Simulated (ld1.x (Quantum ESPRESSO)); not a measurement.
## Configuration tests for tellurium (Te) (TM)

```
Element                 : tellurium (Te)
Generator               : ld1.x (Quantum ESPRESSO) 7.5
Type                    : norm-conserving Troullier–Martins (Kleinman–Bylander form)
Functional              : PBE
Relativity              : scalar-relativistic
Frozen core             : [Kr]
Valence charge          : 16
Reference configuration : 4d10 5s2 5p3 (charge +1)
Partial waves           : 5s (bound): rc 1.35 bohr; 5p (bound): rc 2.20 bohr; 4d (bound): rc 1.25 bohr
Local potential         : all-electron potential smoothed inside 1.75 bohr (lloc = -2)
Core correction         : a·sin(br)/r model core inside 1.15 bohr
```

Energies are relative to the spin-unpolarised reference configuration 4d10 5s2 5p3; without spin polarisation the order of configurations can differ from experiment. The frozen-core shift is the all-electron ΔE with the core orbitals held at their reference shape minus the fully relaxed ΔE.

**Question.** Give the all-electron excitation energy and the error of the potential for: 4d10 5s2 5p4; 4d10 5s2 5p2; 4d10 5s2 5p1; 4d9 5s2 5p4; 4d10 5s2 5p3.5; 4d10 5s1 5p5; 4d10 5s2 5p4.3.

**Answer.**

| valence configuration | charge | ΔE all-electron (eV) | error AE − PS (meV) | frozen-core shift (meV) |
| --- | --- | --- | --- | --- |
| 4d10 5s2 5p4 | 0 | -9.729 | +6.0 | -1.7 |
| 4d10 5s2 5p2 | +2 | 17.925 | +0.7 | +4.0 |
| 4d10 5s2 5p1 | +3 | 44.822 | +11 | +12 |
| 4d9 5s2 5p4 | +1 | 39.525 | -130 | +157 |
| 4d10 5s2 5p3.5 | +0.5 | -5.831 | +2.5 | -1.0 |
| 4d10 5s1 5p5 | 0 | -0.474 | -12 | -1.4 |
| 4d10 5s2 5p4.3 | -0.3 | -11.197 | +8.2 | -1.9 |

A variational frozen-core shift is positive and of second order in the change. This column holds negative values, so the frozen-core run of ld1.x carries numerical noise or an error of first order here, and the column gives no more than the rough size of the effect.
